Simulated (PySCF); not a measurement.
C3H7F3OSi.
Structure used (PBE0-D3(BJ)/def2-SVP), in Å, numbered top down from 1:
```
atom  x, y, z in Å
C1    -0.9730    1.2580   -0.7101
C2    -0.1173    0.0298   -0.4898
O3     0.8967    0.3239    0.4225
Si4    2.3569   -0.4834    0.5922
C5    -0.9429   -1.1434    0.0269
F6    -1.5560   -0.8660    1.1738
F7    -1.8733   -1.4955   -0.8643
F8    -0.1589   -2.2106    0.2344
H9    -1.7778    1.0548   -1.4295
H10   -1.4140    1.5785    0.2441
H11   -0.3442    2.0714   -1.0949
H12    0.3008   -0.3195   -1.4553
H13    2.2852   -1.5614    1.6175
H14    2.7385   -1.0664   -0.7322
H15    3.3516    0.5383    1.0194
```

Level: PBE0/pcSseg-1 in PySCF, non-relativistic, on one gas-phase PBE0-D3(BJ)/def2-SVP geometry that isn't relaxed in the solvent. The solvent is an IEF-PCM continuum (Bondi radii, 1.10 Å for H, scaled by 1.2). Specific hydrogen bonds and non-electrostatic terms are outside this model.

```json
{"run": "gas", "E − E(gas) (kJ/mol)": "0.00", "HOMO (eV)": "-8.59", "HOMO–LUMO gap (eV)": "8.89", "dipole (D)": "1.81"}
{"run": "P", "E − E(gas) (kJ/mol)": "-11.82", "HOMO (eV)": "-8.50", "HOMO–LUMO gap (eV)": "8.96", "dipole (D)": "2.27"}
{"run": "Q", "E − E(gas) (kJ/mol)": "-8.43", "HOMO (eV)": "-8.51", "HOMO–LUMO gap (eV)": "8.94", "dipole (D)": "2.13"}
```

Problem. The runs were made in acetonitrile and chloroform. Which run belongs to which solvent?

Solution. P = acetonitrile, Q = chloroform. The dielectric constants are 4.711 (chloroform), 35.69 (acetonitrile), and the energy falls further as ε rises. In this model the ground state sees the solvent through ε alone.

Problem. How constant is the ratio of the lowering to (ε − 1)/(2ε + 1)?

Solution. 
```csv
solvent,(ε − 1)/(2ε + 1),E − E(gas) (kJ/mol),ratio (kJ/mol),polarisation term (kJ/mol)
chloroform,0.356,-8.43,-23.7,-9.13
acetonitrile,0.479,-11.82,-24.7,-13.32
```

The ratio changes by +4.1 % in size from chloroform to acetonitrile. The polarisation term is half the interaction of the solute with the induced surface charges.

The run took 53 s on Intel Xeon at 2.50 GHz, one thread, no GPU, on a shared host, and the process peaked at 1.1 GiB of memory. This is the whole shielding run at PBE0/pcSseg-1 in acetonitrile, SCF included.
